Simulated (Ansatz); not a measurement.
Basis-set extrapolation for C$_{2}$H$_{6}$ClFSi, SMILES `CC(F)([SiH3])Cl` (PBE0-D4/def2-TZVP geometry, frozen core, Ansatz 0.2.0). Multiplicity 1, RHF reference.

```json
{"": "HF", "def2-TZVPP": "-927.185671", "def2-QZVPP": "-927.215387"}
{"": "MP2 correlation", "def2-TZVPP": "-0.911286", "def2-QZVPP": "-0.986977"}
{"": "CCSD(T) correlation", "def2-TZVPP": "-1.001717", "def2-QZVPP": "not run"}
```

Energies in hartree. Use E(X) = E(∞) + A·exp(−7.88·√X) for Hartree–Fock and E(X) = E(∞) + B·X^(−2.97) for correlation, with X = 3 and 4, and add CCSD(T) minus MP2 of the smaller set to the MP2 limit.

**Question.** What is the CCSD(T) energy at the basis-set limit?

**Answer.** HF limit: -927.215387 + (-0.029716) × 0.13774 = -927.21948. MP2 limit: -0.986977 + (-0.075691) × 0.74074 = -1.04304. Higher-order term: -1.001717 − (-0.911286) = -0.09043. Total: -928.35295 hartree, 434.7 kJ/mol below CCSD(T)/def2-TZVPP.
